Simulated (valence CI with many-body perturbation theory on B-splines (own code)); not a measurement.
# E1 line list for Cs⁴⁷⁺

Level of theory: configuration interaction combined with many-body perturbation theory (CI+MBPT): six valence electrons over a frozen Dirac-Fock core [He], a basis of 9 s, 9 p, 8 d, 6 f, 3 g, 1 h functions for each j, with the one-electron correlation potential Σ1 (screened to all orders), the two-electron term Σ2, the three-electron term Σ3, Breit, model QED; selected single and double excitations, second order for the rest, scaled by the run's own slope (own B-spline code, finite nucleus).

No measured spectrum was set against this ion. As an estimate, large intervals hold to a few tenths of a per cent, small ones and those within an open d or f shell to about a per cent. Among the levels kept, up to 2400 cm⁻¹ of a level comes from second order outside the variational space, and about a tenth of that is noise between levels of different J, which matters for small intervals.

Lines 201 to 247 of 247 in falling wavelength, among levels below 5311.3 eV, chosen from the strongest by gf and those to the six lowest levels. Wavelengths and rates use the calculated energies. Electric multipoles are in the length gauge with retardation, E1 and E2 with the static RPA response of the core. Weak lines are less certain than strong ones. Lines between different terms over intervals too small for the method are left out, as are lines whose strength nearly cancels. Where a level lies close to another of its J and parity, the split of strength between their lines is uncertain. The highest levels of a list are the least certain.

Levels are named by their leading jj configuration (3d3/2^4 stands for four electrons in 3d with j = 3/2), which in mixed levels can hold well under half, so a name can repeat and another be missing. Letters in brackets count levels of one name in rising energy.

| λ vac (nm) | Upper | Lower | A (s⁻¹) | S (a.u.) with core polarisation | S without |
| --- | --- | --- | --- | --- | --- |
| 0.2534 | (2s^2 2p1/2 2p3/2^2 3d3/2) J=2 [a] | (2s^2 2p1/2 2p3/2^3) J=1 | 2.44e+12 | 9.78e-05 | 9.79e-05 |
| 0.2534 | (2s^2 2p1/2 2p3/2^2 3d3/2) J=0 | (2s^2 2p1/2 2p3/2^3) J=1 | 7.44e+13 | 5.98e-04 | 5.98e-04 |
| 0.2530 | (2s^2 2p1/2 2p3/2^2 3d5/2) J=3 | (2s^2 2p1/2 2p3/2^3) J=2 | 1.37e+13 | 7.65e-04 | 7.65e-04 |
| 0.2529 | (2s^2 2p1/2^2 2p3/2 3d3/2) J=2 | (2s^2 2p1/2^2 2p3/2^2) J=2 | 2.24e+13 | 8.93e-04 | 8.93e-04 |
| 0.2529 | (2s^2 2p1/2 2p3/2^2 3d3/2) J=3 [b] | (2s^2 2p1/2 2p3/2^3) J=2 | 2.00e+12 | 1.12e-04 | 1.12e-04 |
| 0.2529 | (2s^2 2p1/2 2p3/2^2 3d3/2) J=2 [b] | (2s^2 2p1/2 2p3/2^3) J=2 | 3.12e+11 | 1.24e-05 | 1.24e-05 |
| 0.2526 | (2s^2 2p1/2^2 2p3/2 3d3/2) J=3 | (2s^2 2p1/2^2 2p3/2^2) J=2 | 9.80e+10 | 5.46e-06 | 5.47e-06 |
| 0.2526 | (2s^2 2p1/2 2p3/2^2 3d3/2) J=1 [b] | (2s^2 2p1/2 2p3/2^3) J=2 | 4.06e+11 | 9.70e-06 | 9.71e-06 |
| 0.2525 | (2s^2 2p1/2^2 2p3/2 3d3/2) J=1 | (2s^2 2p1/2^2 2p3/2^2) J=2 | 7.57e+13 | 1.80e-03 | 1.81e-03 |
| 0.2523 | (2s 2p1/2^2 2p3/2^2 3p1/2) J=2 | (2s^2 2p1/2 2p3/2^3) J=2 | 1.23e+12 | 4.86e-05 | 4.86e-05 |
| 0.2521 | (2s^2 2p1/2 2p3/2^2 3d5/2) J=1 | (2s^2 2p1/2 2p3/2^3) J=2 | 9.65e+13 | 2.29e-03 | 2.29e-03 |
| 0.2520 | (2s^2 2p1/2^2 2p3/2 3d5/2) J=1 | (2s^2 2p1/2^2 2p3/2^2) J=0 | 3.85e+14 | 9.13e-03 | 9.13e-03 |
| 0.2520 | (2s^2 2p1/2 2p3/2^2 3d3/2) J=2 [b] | (2s^2 2p1/2 2p3/2^3) J=1 | 3.15e+12 | 1.25e-04 | 1.25e-04 |
| 0.2520 | (2s 2p1/2^2 2p3/2^2 3p1/2) J=3 | (2s^2 2p1/2 2p3/2^3) J=2 | 1.55e+11 | 8.54e-06 | 8.57e-06 |
| 0.2518 | (2s^2 2p1/2 2p3/2^2 3d3/2) J=2 [c] | (2s^2 2p1/2 2p3/2^3) J=2 | 3.28e+13 | 1.29e-03 | 1.29e-03 |
| 0.2517 | (2s^2 2p1/2 2p3/2^2 3d3/2) J=1 [b] | (2s^2 2p1/2 2p3/2^3) J=1 | 1.84e+13 | 4.35e-04 | 4.36e-04 |
| 0.2514 | (2s^2 2p1/2 2p3/2^2 3d5/2) J=2 | (2s^2 2p1/2 2p3/2^3) J=2 | 1.82e+12 | 7.15e-05 | 7.16e-05 |
| 0.2514 | (2s 2p1/2^2 2p3/2^2 3p1/2) J=2 | (2s^2 2p1/2 2p3/2^3) J=1 | 1.80e+13 | 7.05e-04 | 7.05e-04 |
| 0.2512 | (2s^2 2p1/2 2p3/2^2 3d5/2) J=1 | (2s^2 2p1/2 2p3/2^3) J=1 | 1.99e+14 | 4.67e-03 | 4.68e-03 |
| 0.2510 | (2s^2 2p1/2^2 2p3/2 3d5/2) J=2 | (2s^2 2p1/2^2 2p3/2^2) J=2 | 2.86e+14 | 1.12e-02 | 1.12e-02 |
| 0.2509 | (2s^2 2p1/2 2p3/2^2 3d3/2) J=2 [c] | (2s^2 2p1/2 2p3/2^3) J=1 | 8.97e+13 | 3.49e-03 | 3.50e-03 |
| 0.2507 | (2s^2 2p1/2 2p3/2^2 3d5/2) J=0 | (2s^2 2p1/2 2p3/2^3) J=1 | 2.36e+14 | 1.84e-03 | 1.84e-03 |
| 0.2506 | (2s^2 2p1/2 2p3/2^2 3d5/2) J=2 | (2s^2 2p1/2 2p3/2^3) J=1 | 3.66e+14 | 1.42e-02 | 1.42e-02 |
| 0.2504 | (2s^2 2p1/2^2 2p3/2 3d5/2) J=3 | (2s^2 2p1/2^2 2p3/2^2) J=2 | 6.24e+14 | 3.38e-02 | 3.39e-02 |
| 0.2503 | (2s^2 2p1/2 2p3/2^2 3s) J=1 [a] | (2s^2 2p1/2^2 2p3/2^2) J=0 | 1.09e+12 | 2.53e-05 | 2.53e-05 |
| 0.2500 | (2s^2 2p1/2^2 2p3/2 3d5/2) J=1 | (2s^2 2p1/2^2 2p3/2^2) J=2 | 2.92e+13 | 6.75e-04 | 6.76e-04 |
| 0.2488 | (2s^2 2p1/2 2p3/2^2 3s) J=2 [a] | (2s^2 2p1/2^2 2p3/2^2) J=2 | 3.24e+12 | 1.23e-04 | 1.22e-04 |
| 0.2484 | (2s^2 2p1/2 2p3/2^2 3s) J=1 [a] | (2s^2 2p1/2^2 2p3/2^2) J=2 | 1.27e+13 | 2.89e-04 | 2.88e-04 |
| 0.2479 | (2s^2 2p1/2 2p3/2^2 3s) J=1 [b] | (2s^2 2p1/2^2 2p3/2^2) J=0 | 8.27e+12 | 1.87e-04 | 1.86e-04 |
| 0.2477 | (2s^2 2p1/2 2p3/2^2 3s) J=3 | (2s^2 2p1/2^2 2p3/2^2) J=2 | 2.00e+12 | 1.05e-04 | 1.04e-04 |
| 0.2474 | (2s^2 2p1/2 2p3/2^2 3s) J=2 [b] | (2s^2 2p1/2^2 2p3/2^2) J=2 | 4.31e+12 | 1.61e-04 | 1.61e-04 |
| 0.2460 | (2s^2 2p1/2 2p3/2^2 3s) J=1 [b] | (2s^2 2p1/2^2 2p3/2^2) J=2 | 4.30e+11 | 9.47e-06 | 9.47e-06 |
| 0.2377 | (2s^2 2p1/2 2p3/2^2 3d3/2) J=1 [a] | (2s^2 2p1/2^2 2p3/2^2) J=0 | 5.23e+12 | 1.04e-04 | 1.04e-04 |
| 0.2362 | (2s^2 2p1/2 2p3/2^2 3d3/2) J=1 [b] | (2s^2 2p1/2^2 2p3/2^2) J=0 | 7.28e+11 | 1.42e-05 | 1.42e-05 |
| 0.2360 | (2s^2 2p1/2 2p3/2^2 3d3/2) J=1 [a] | (2s^2 2p1/2^2 2p3/2^2) J=2 | 2.86e+13 | 5.56e-04 | 5.57e-04 |
| 0.2359 | (2s^2 2p1/2 2p3/2^2 3d3/2) J=2 [a] | (2s^2 2p1/2^2 2p3/2^2) J=2 | 4.96e+13 | 1.61e-03 | 1.61e-03 |
| 0.2357 | (2s^2 2p1/2 2p3/2^2 3d5/2) J=1 | (2s^2 2p1/2^2 2p3/2^2) J=0 | 2.31e+13 | 4.48e-04 | 4.48e-04 |
| 0.2357 | (2s^2 2p1/2 2p3/2^2 3d3/2) J=3 [a] | (2s^2 2p1/2^2 2p3/2^2) J=2 | 1.26e+14 | 5.68e-03 | 5.68e-03 |
| 0.2348 | (2s^2 2p1/2 2p3/2^2 3d5/2) J=3 | (2s^2 2p1/2^2 2p3/2^2) J=2 | 2.40e+13 | 1.08e-03 | 1.08e-03 |
| 0.2347 | (2s^2 2p1/2 2p3/2^2 3d3/2) J=3 [b] | (2s^2 2p1/2^2 2p3/2^2) J=2 | 4.49e+14 | 2.01e-02 | 2.01e-02 |
| 0.2347 | (2s^2 2p1/2 2p3/2^2 3d3/2) J=2 [b] | (2s^2 2p1/2^2 2p3/2^2) J=2 | 4.38e+14 | 1.40e-02 | 1.40e-02 |
| 0.2344 | (2s^2 2p1/2 2p3/2^2 3d3/2) J=1 [b] | (2s^2 2p1/2^2 2p3/2^2) J=2 | 3.39e+14 | 6.47e-03 | 6.47e-03 |
| 0.2342 | (2s 2p1/2^2 2p3/2^2 3p1/2) J=2 | (2s^2 2p1/2^2 2p3/2^2) J=2 | 5.19e+12 | 1.65e-04 | 1.65e-04 |
| 0.2340 | (2s^2 2p1/2 2p3/2^2 3d5/2) J=1 | (2s^2 2p1/2^2 2p3/2^2) J=2 | 1.51e+14 | 2.86e-03 | 2.86e-03 |
| 0.2339 | (2s 2p1/2^2 2p3/2^2 3p1/2) J=3 | (2s^2 2p1/2^2 2p3/2^2) J=2 | 7.32e+12 | 3.24e-04 | 3.26e-04 |
| 0.2337 | (2s^2 2p1/2 2p3/2^2 3d3/2) J=2 [c] | (2s^2 2p1/2^2 2p3/2^2) J=2 | 6.48e+13 | 2.04e-03 | 2.04e-03 |
| 0.2334 | (2s^2 2p1/2 2p3/2^2 3d5/2) J=2 | (2s^2 2p1/2^2 2p3/2^2) J=2 | 7.91e+12 | 2.48e-04 | 2.49e-04 |
